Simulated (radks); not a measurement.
Valence configurations of neutral magnesium (all share [Ne]). All-electron calculation, non-relativistic Kohn-Sham, PBE, spin-unpolarised, spherical densities, point nucleus. Program: a radial shooting solver on a logarithmic mesh with Libxc functionals. Energies are relative to 3s2; eigenvalues in eV.

| valence | E (eV) | e(3p) | e(3s) |
|---|---|---|---|
| 3s2 | 0.000 | - | -4.699 |
| 3s1.5 3p0.5 | 1.710 | -1.732 | -5.210 |
| 3s1 3p1 | 3.476 | -2.074 | -5.657 |
| 3s0.5 3p1.5 | 5.290 | -2.382 | -6.056 |
| 3p2 | 7.149 | -2.662 | - |

NIST lists [Ne] 3s2 as the ground configuration; this level of theory agrees among the configurations tried. The energies are those of spherical spin-averaged densities, not of single terms.
